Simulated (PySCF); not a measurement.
C6H6FNO.
Z-matrix (Å and degrees, GFN2-xTB geometry), rows numbered from 1:
```
O 
C   1  1.2022
N   2  1.3557  1  126.21
C   3  1.3928  2  125.50  1    -0.08
C   4  1.3471  3  128.93  2     0.05
C   5  1.4942  4  109.23  3   180.00
C   6  1.4897  5  101.74  4    -0.02
F   7  1.3383  6  121.42  5   179.99
C   7  1.3370  6  111.65  5    -0.00
H   2  1.1071  1  122.73  3   179.95
H   3  1.0094  2  118.80  1  -179.98
H   5  1.0711  4  126.81  3     0.01
H   6  1.0921  5  112.31  4   119.66
H   6  1.0921  5  112.35  4  -119.71
H   9  1.0736  4  125.14  3     0.01
```

The calculation used PBE0/def2-SVPD in PySCF (dipole) on a GFN2-xTB geometry, gas phase.

Masses are those of the commonest isotopes; rigid-rotor values at the optimised geometry. The values belong to one conformer with, in the numbering `[O:1]=[CH:2][NH:3][C:4]1=[CH:5][CH2:6][C:7]([F:8])=[CH:9]1`, O1–C2–N3–C4 0°, C2–N3–C4–C5 0°.

Problem. What are A, B and C (cm⁻¹)?

Solution. Ia = 94.65, Ib = 570.08, Ic = 661.62 u·Å²; 505379 MHz·u·Å²/I gives 5340, 886.5 and 763.9 MHz, that is A = 0.17811, B = 0.02957, C = 0.02548 cm⁻¹.

Problem. Classify the top.

Solution. A near-prolate asymmetric top. Ray's parameter κ = (2B − A − C)/(A − C) = -0.946; −1 is the prolate and +1 the oblate limit.

Problem. What does the inertial defect say?

Solution. Not planar: Δ = Ic − Ia − Ib = -3.10 u·Å². For a rigid frame Δ = −2 Σ m c², so Σ m c² = 1.55 u·Å² lies off the ab plane, practically all of it from hydrogen. The atom farthest from that plane is 0.88 Å away.

Problem. Give the other two planar moments, Paa and Pbb, and the rms extents of the mass along the axes.

Solution. Paa = Σ m a² = (Ib + Ic − Ia)/2 = 568.52 and Pbb = Σ m b² = (Ia + Ic − Ib)/2 = 93.10 u·Å². With the mass M = 127.04 u, the rms extents √(P/M) along a, b and c are 2.12, 0.86, 0.11 Å.

Problem. Give the coordinates in the principal-axis frame, origin at the centre of mass.

Solution. The sense of each axis is arbitrary; atoms in the order of the calculation.
```csv
atom,mass (u),a (Å),b (Å),c (Å)
O1,15.995,-3.030,-0.747,0.000
C2,12.000,-2.783,0.429,0.000
N3,14.003,-1.548,0.989,0.000
C4,12.000,-0.344,0.289,0.000
C5,12.000,-0.138,-1.042,0.000
C6,12.000,1.331,-1.313,0.000
C7,12.000,1.894,0.067,0.000
F8,18.998,3.215,0.281,0.000
C9,12.000,0.929,0.992,0.000
H10,1.008,-3.572,1.207,0.001
H11,1.008,-1.470,1.995,0.001
H12,1.008,-0.887,-1.807,-0.001
H13,1.008,1.648,-1.880,0.878
H14,1.008,1.649,-1.880,-0.877
H15,1.008,1.046,2.060,-0.001
```

Problem. Which types of transition are allowed, and where do some lines up to J = 3 fall?

Solution. The dipole components are |μa| = 0.59 D, |μb| = 2.61 D, |μc| = 0.00 D; the mirror of this Cs structure is the ab plane, so μc vanishes by symmetry and there are no c-type lines. The squared components, which scale the intensities, stand as 0.05 : 1.00 (a : b). Some lines, for components of 0.1 D or more:

```tsv
type	branch	J(Ka,Kc)	MHz	lower level (cm⁻¹)
b	R	3(0,3) ← 2(1,2)	608	0.310
a	R	2(0,2) ← 1(0,1)	3298	0.055
a	R	2(1,1) ← 1(1,0)	3423	0.208
a	R	3(1,3) ← 2(1,2)	4766	0.310
a	R	3(2,2) ← 2(2,1)	4951	0.767
a	R	3(1,2) ← 2(1,1)	5133	0.322
b	R	1(1,1) ← 0(0,0)	6103	0.000
b	R	2(1,2) ← 1(0,1)	7631	0.055
b	R	3(1,3) ← 2(0,2)	9098	0.165
b	R	2(2,0) ← 1(1,1)	16908	0.204
b	R	3(2,1) ← 2(1,2)	18691	0.310
```

Problem. Estimate the classical rotational partition function at 100 K, 200 K and 500 K.

Solution. Point group Cs, symmetry number σ = 1; q = (√π/σ)·√((kT/h)³/(ABC)), k/h = 20836.6 MHz/K: 88700 at 100 K, 251000 at 200 K, 991000 at 500 K.

GFN2-xTB frequencies: not computed here. Constants of a rigid frame at the computed geometry: no zero-point averaging, no centrifugal distortion. Quadrupole hyperfine structure (14N) is left out.
